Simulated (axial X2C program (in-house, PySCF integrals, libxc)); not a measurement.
# AuTe: from Re and ωe to a spectrum

A bond curve at the PBE0 level, two-component, was computed with an in-house relativistic program for diatomic molecules (basis Au dyall-cv3z [13s14p9d6f4g], Te dyall-cv3z [11s12p8d4f1g] (cores contracted in-house)) for the state Ω = 3/2 (⟨Sz⟩ = 0.50, ⟨Lz⟩ = 1.00 at PBE0). Its fit gives Re = 2.4777 Å, ωe = 205.9 cm⁻¹, ωexe = 0.456 cm⁻¹ and αe = 1.001e-04 cm⁻¹; the masses are 196.9666 and 129.9062 u. Two-component means X2C with spin–orbit coupling and atomic mean-field Coulomb and Gaunt terms.

(1) Find the reduced mass, Be and the force constant.

(2) A Morse curve ties αe to the other constants (Pekeris). How well does that hold?

(3) Estimate the centrifugal constant by the Kratzer relation.

(4) Estimate De from a Morse curve and compare with the computed well depth of 2.365 eV to Au + Te.

(5) The dipole moment p changes by 0.54 D/Å at Re. What harmonic infrared intensity follows?

The state is one determinant whose occupation by symmetry is held fixed; it was picked as the lowest of a PBE0 search that is not exhaustive. De is counted from the lowest determinant-based energies of the atoms at the same level, without counterpoise correction. Density functionals use the spin component along the axis (collinear). The functionals have no current-density term, which raises determinants with orbital currents, atoms included.

Results:

(1) From the PBE0 values: μ = 78.2787 u. Be = 16.8576/(μ Re²) = 0.03508 cm⁻¹. k = 5.8918×10⁻⁷ μ ωe² = 1.96 mdyn/Å.

(2) αe(Morse) = 6Be²/ωe × (√(ωexe/Be) − 1) = 9.343e-05 cm⁻¹; the PBE0 curve gives 1.001e-04 cm⁻¹, a ratio of 0.93.

(3) D = 4Be³/ωe² = 4.07e-09 cm⁻¹.

(4) De(Morse) = ωe²/(4ωexe) = 2.882 eV against 2.365 eV computed, a ratio of 1.22. The extrapolation overshoots: the well softens faster than a Morse curve, or the lowest atomic limit lies below the one to which the curve heads.

(5) I = 42.256 × (dp/dR)²/μ = 0.16 km/mol.
